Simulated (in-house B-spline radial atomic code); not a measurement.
## RPA and G0W0 on TPSS: the krypton ion Kr⁸⁺

Configuration [Ar] 3d10, mean-field start TPSS. Computed with a B-spline radial code for spherical atoms: all electrons, non-relativistic, point nucleus, each spin shell either full or empty, empty states to l = 9 with an (l + 1/2)⁻⁴ tail; G0W0 by contour deformation at full frequency.

Command:
```bash
python run_gw.py task.json out
```
Settings (radii: box in bohr, nucleus in fm):
```
Z                        36
electrons                28
configuration            [Ar] 3d10
hamiltonian              nr
method                   tpss,tpss
lmax                     9
spin_polarised           False
box_radius               7.7
intervals                49
```

Cost of the run: 1.8 s on 1 thread of Arm Neoverse N1 (shared host).

Energies (hartree):

```tsv
term	value
mean-field total	-2735.37763
Hartree-Fock functional on these orbitals	-2734.06359
direct second order	-2.3593
second-order exchange	0.6838
SOSEX correction	0.64163
```

**Question.** What is the RPA correlation energy, and what remains with SOSEX?

**Answer.** RPA gives -2.1093 hartree (-2.05 eV per electron); RPA + SOSEX gives -1.4676, and the second-order doubles -1.6755 hartree (no singles). SOSEX takes back 30 % of the RPA value.

Quasi-particle levels (eV):

| level | occupied | mean field | Σx - vxc | Σc | QP weight | G0W0 |
| --- | --- | --- | --- | --- | --- | --- |
| 3d | yes | -216.32 | -21.50 | ? | ? | ? |
| 3p | yes | -327.51 | -32.36 | 7.82 | 0.914 | -352.05 |
| 4s | no | -132.26 | 9.66 | -1.44 | 0.994 | -124.04 |

G0W0 = mean field + (Σx - vxc) + Σc, with Σc (partial-wave tail included) taken at the quasi-particle energy. Only the outer levels were computed. Levels of low weight are left out.

**Question.** Where does G0W0 put 3d?

**Answer.** At -235.41 eV, with Σc = 2.41 eV and a quasi-particle weight of 0.970. The tabulated removal energy is 233 ± 0.7 eV (NIST, semi-empirical); the calculation leaves out relativity, Breit and QED terms, and what these don't explain is the method's own error.
